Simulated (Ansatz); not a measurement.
C3H8OSi can be A, `C/C=C(\O)[SiH3]`, or B, `C/C([SiH3])=C\O`.

Isolated molecules relaxed with PBE0-D4/def2-TZVP in Ansatz; ΔE leaves out vibrations. CCSD(T)/CBS adds triple-zeta CCSD(T) − MP2 to the extrapolated MP2 energy (def2 sets, frozen cores). Double bonds are as drawn, so ΔE can hold a change between cis and trans. DFT in def2-TZVPP. Each species was taken in one conformer, which may not be the lowest.

A:

```xyz
13

C     0.002   -2.145    0.289
C    -0.471   -0.735    0.217
C     0.283    0.318   -0.110
O     1.606    0.125   -0.427
Si   -0.443    2.037   -0.191
H    -0.521   -2.771   -0.442
H    -0.202   -2.575    1.274
H     1.072   -2.216    0.095
H    -1.515   -0.540    0.442
H     2.055    0.969   -0.504
H    -0.412    2.558   -1.586
H     0.384    2.965    0.632
H    -1.838    2.009    0.312
```

B:

```xyz
13

C    -0.6603   -1.3701    0.3507
C    -0.0344   -0.0469    0.0181
Si    1.6157    0.0175   -0.8168
C    -0.6302    1.1123    0.3044
O    -1.8405    1.1864    0.9146
H    -1.6219   -1.2485    0.8502
H    -0.0093   -1.9589    1.0048
H    -0.8199   -1.9669   -0.5530
H     2.6631   -0.6558    0.0025
H     2.0099    1.4370   -1.0324
H     1.5845   -0.6804   -2.1333
H    -0.1712    2.0678    0.0609
H    -2.0856    2.1065    1.0294
```

Which isomer does CCSD(T)/CBS put lower? Give the gap. (Estimate.)

Ansatz gave: B, by 12.2 kJ/mol.

Give E(B) − E(A) in kJ/mol with MP2/def2-TZVPP, ωB97M-V, HF/def2-TZVPP, CCSD(T)/def2-TZVPP, CCSD/def2-TZVPP, PBE0-D4, r2SCAN-D4. (An estimate is asked.)

Ansatz gave: MP2/def2-TZVPP -15.2, ωB97M-V -12.6, HF/def2-TZVPP -13.6, CCSD(T)/def2-TZVPP -12.8, CCSD/def2-TZVPP -12.9, PBE0-D4 -13.2, r2SCAN-D4 -12.5. None reverses the order clearly.

Largest T1 diagnostic: 0.012.
